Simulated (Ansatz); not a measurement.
C2H3O2, SMILES CO[C]=O, multiplicity 2.

The structure is a stationary point at B3LYP-D3(BJ)/def2-SVP. The isomer is the one that the SMILES or the coordinates give; other isomers of the formula were not compared. The values are those of a single conformer.

Two levels are set side by side: PBE/def2-SVPD (Ansatz, an electronic-structure program) and CAM-B3LYP/def2-SVPD (Ansatz). Energy differences of separate SCF runs at the same geometry; the states with an electron removed or added have multiplicity 1 and 1. Differences are taken from unrounded values.

```csv
quantity,PBE
vertical ionisation energy (eV),9.46
vertical electron affinity (eV),0.42
```

These are the PBE values. What does CAM-B3LYP give? (Estimate from the structure and the level; the computed values follow.)


```tsv
quantity	CAM-B3LYP	PBE minus CAM-B3LYP
vertical ionisation energy (eV)	9.88	-0.42
vertical electron affinity (eV)	0.46	-0.04
```
